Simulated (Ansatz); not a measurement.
Species, as SMILES: O=[SiH] (O-SiH), doublet.
Atoms: Si1, O2, H3. Bonds: Si1-O2, Si1-H3.

Basis-set convergence of the optimised Si1-H3 bond length at MP2 with Ansatz (a first-principles code). The reference of a correlated method is not its basis-set limit, which lies further on. Cartesian d functions, on some or all atoms, in 6-31G*, 6-311G**; all else is spherical. Cores are frozen. Open shells are unrestricted. No added dispersion term, no relativity. Reference: the value in aug-cc-pV(Q+d)Z, 1.5091 Å, itself unsure by roughly 0.0006 Å (its mean distance from def2-QZVPP, cc-pV(Q+d)Z). Deviations are taken from unrounded values.

```
basis            functions  optimised Si1-H3 bond length (Å)  minus reference (Å)
---------------  ---------  --------------------------------  -------------------
6-31G*                  36                            1.5241               0.0150
6-311G**                51                            1.5105               0.0014
aug-cc-pV(D+d)Z         64                            1.5199               0.0108
pcseg-2                 78                            1.5068              -0.0023
jun-cc-pV(T+d)Z        101                            1.5101               0.0010
aug-cc-pV(T+d)Z        124                            1.5108               0.0017
aug-cc-pV(Q+d)Z        215                            1.5091               0.0000
```

The smallest set listed that lies within 0.005 Å of the reference with all its larger relatives (same family, alike in diffuse functions; a set with none counts only in the reference's own line) is jun-cc-pV(T+d)Z (101 functions, 0.0010 Å off). Inside, with no larger relative to test it: 6-311G**, pcseg-2.
